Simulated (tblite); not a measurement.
**Question.** Write Cartesian coordinates for `C[CH]/N=C1\CC[C@H]1C` [radical] as optimised with GFN2-xTB. (Doublet state.)

**Answer.** 
```
atom  x, y, z in Å
C1    -3.3176    0.4580   -0.9577
C2    -2.0747   -0.2610   -0.5826
N3    -1.0115    0.4083   -0.2388
C4     0.0599   -0.0372    0.3278
C5     0.4588   -1.2907    1.0633
C6     1.8696   -0.6913    1.2109
C7     1.4036    0.6040    0.5058
C8     2.1340    0.9903   -0.7739
H9    -4.1470    0.1470   -0.3195
H10   -3.5991    0.2284   -1.9870
H11   -3.1713    1.5295   -0.8567
H12   -2.0766   -1.3494   -0.6594
H13   -0.0724   -1.4599    2.0015
H14    0.3960   -2.2042    0.4683
H15    2.2005   -0.5574    2.2382
H16    2.6354   -1.2315    0.6586
H17    1.3739    1.4702    1.1749
H18    3.1446    1.3262   -0.5508
H19    2.1892    0.1393   -1.4493
H20    1.5997    1.7924   -1.2767
```

Any rigid rotation of these coordinates is as good. Atoms count from 1 in this order. The 4-membered ring C4–C5–C6–C7 has internal angles of 88.0° to 93.5°; it is almost planar, 0.02 Å rms from its mean plane, widest ring torsion 2°. C2 (carbon bonded to C, N and H) is planar (angles 122.2°, 120.1° and 117.6°, sum 359.9°, 0.02 Å off the plane of its three neighbours). C4 (carbon bonded to 2 C and N) is planar (angles 136.1°, 130.4° and 93.5°, sum 360.0°, 0.01 Å off the plane of its three neighbours). The 6 C–C bonds span 1.484 Å (C1–C2, drawn single) to 1.547 Å (C6–C7, drawn single), a spread of 0.063 Å.

Bonds between heavy atoms (Å): C1–C2 1.484, C2–N3 1.302, N3=C4 1.291, C4–C5 1.507, C5–C6 1.540, C6–C7 1.547, C7–C8 1.523, C4–C7 1.499.

Structure optimised with GFN2-xTB, isolated species. This method treats the open shell by occupation alone, without spin polarisation.

Point group: C1 (no symmetry element, even within 0.4 Å). Its GFN2-xTB frequencies are all real (lowest 60 cm⁻¹). Torsions: C1–C2–N3–C4 167°. 3 starts were optimised and ended at 0.00, 0.09 and 0.12 kcal/mol (GFN2-xTB); the lowest of these is shown.

One conformer stands for the species.

These are computed values.
